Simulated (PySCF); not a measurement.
Compound: PbF4.
Cartesian coordinates in Å at the PBE0-D3(BJ)/def2-SVP level; atoms count from 1:
```
atom  x, y, z in Å
Pb1    0.0001   -0.0021    0.0058
F2    -0.1751   -0.1554    1.9955
F3     1.9241   -0.0086   -0.5507
F4    -0.8360    1.7204   -0.5803
F5    -0.9131   -1.5543   -0.8702
```

The calculation used PBE0-D3(BJ)/def2-SVP geometry optimisation, gas phase, def2 core potentials past Kr in PySCF.

**Question.** Which atoms are bound to Pb1, and at what distances?

**Answer.** 4 atoms: F4 2.002 Å, F5 2.003 Å, F3 2.003 Å, F2 2.003 Å.

**Question.** List the angles at Pb1.

**Answer.** 
| angle | degrees | distance of the outer atoms (Å) |
| --- | --- | --- |
| F2–Pb1–F3 | 111.1 | 3.30 |
| F4–Pb1–F5 | 110.4 | 3.29 |
| F2–Pb1–F5 | 109.6 | 3.27 |
| F3–Pb1–F4 | 108.8 | 3.26 |
| F2–Pb1–F4 | 108.7 | 3.25 |
| F3–Pb1–F5 | 108.3 | 3.25 |

**Question.** What is the shape at Pb1?

**Answer.** Tetrahedral: angles from 108.3° to 111.1°; τ4 = (360° − α − β)/141° = 0.98 with α and β the two widest (0 for a square, 1 for a tetrahedron).

Charge 0, singlet. Stationary, but not proved a minimum.

Time: 26 s of wall time. Hardware: one thread, x86-64 server, on a shared host. This is the geometry optimisation.
